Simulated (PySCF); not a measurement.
# Al2Cl2F4: core ionisation energies

Species: (F2Al-mu-Cl)2.
Cartesian coordinates in Å at the PBE0-D3(BJ)/def2-SVP level; atoms count from 1:
```
atom  x, y, z in Å
Al1    1.228    0.706   -0.709
F2     1.256    2.354   -0.713
F3     2.400   -0.223   -1.405
Cl4    0.836   -0.023    1.399
Al5   -1.193   -0.728    0.688
F6    -2.366    0.200    1.383
F7    -1.222   -2.376    0.693
Cl8   -0.801    0.003   -1.420
```

Computed, not measured: delta-SCF UKS SCAN, pcX-2 on the ionised atom, pcseg-1 elsewhere, spin-free X2C (PySCF 2.14.0). Each binding energy is the total energy of the core-ionised species, with the hole localised on one atom, minus that of the ground state; both are solved self-consistently, so orbital relaxation is included.

**Question.** What binding energy does each computed site have?

**Answer.** 
```json
{"atom(s)": "Al1/Al5", "bonded to": "2 F and 2 Cl", "level": "Al 1s", "binding energy (eV)": "1570.12", "2p1/2 (eV)": "–", "count": "2"}
{"atom(s)": "F2/F3/F6/F7", "bonded to": "Al", "level": "F 1s", "binding energy (eV)": "692.62", "2p1/2 (eV)": "–", "count": "4"}
{"atom(s)": "Cl4/Cl8", "bonded to": "2 Al", "level": "Cl 2p3/2", "binding energy (eV)": "208.25", "2p1/2 (eV)": "209.90", "count": "2"}
{"atom(s)": "Cl4/Cl8", "bonded to": "2 Al", "level": "Cl 1s", "binding energy (eV)": "2830.88", "2p1/2 (eV)": "–", "count": "2"}
```

**Question.** Which effective nuclear charge Zeff reproduces each element's mean 1s value in the hydrogen-like formula E = 13.606 eV × Zeff²?

**Answer.** F (Z = 9): mean 692.6 eV, Zeff = 7.13, Z − Zeff = 1.87; Al (Z = 13): mean 1570.1 eV, Zeff = 10.74, Z − Zeff = 2.26; Cl (Z = 17): mean 2830.9 eV, Zeff = 14.42, Z − Zeff = 2.58. Means run over the listed sites, weighted by atom count.

**Question.** Which photon wavelength matches the Cl 1s of Cl4/Cl8 threshold?

**Answer.** λ = hc/E = 12398.42 eV Å / 2830.88 eV = 4.380 Å.

Atoms equivalent by their bonding share one computed value, that of the first of them. Spin–orbit and ligand-field terms were added within each 2p shell after the spin-free SCF. 2p1/2 minus 2p3/2 (ligand field included): Cl 1.65 eV. Geometry: PBE0-D3(BJ)/def2-SVP, one conformer, isolated molecule.

On an Arm Neoverse V1 with one thread, shared host with 64 logical CPUs at a one-minute load of 33, this took 24 s and 0.55 GiB of memory at its peak.
